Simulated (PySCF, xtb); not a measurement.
Cl2GeH4OSi, SMILES [SiH]([O][GeH3])(Cl)Cl. The values are those of a single conformer.

Harmonic wavenumbers (cm⁻¹) from GFN2-xTB in xtb at its own minimum, in rising order: 14, 51, 56, 147, 208, 262, 373, 495, 539, 575, 595, 617, 697, 739, 787, 795, 970, 1962, 2040, 2069, 2363.

Q: What does PBE-D3(BJ)/def2-SVP run with PySCF 2.14.0 give at its own minimum? (Estimate from the structure and the level; the computed values follow.)

A: 23, 48, 69, 175, 244, 315, 459, 550, 567, 619, 625, 779, 795, 831, 837, 842, 998, 2096, 2114, 2123, 2251. Paired by order, the mean absolute difference is 59 cm⁻¹ and the zero-point energies are 23.4 and 24.8 kcal/mol.
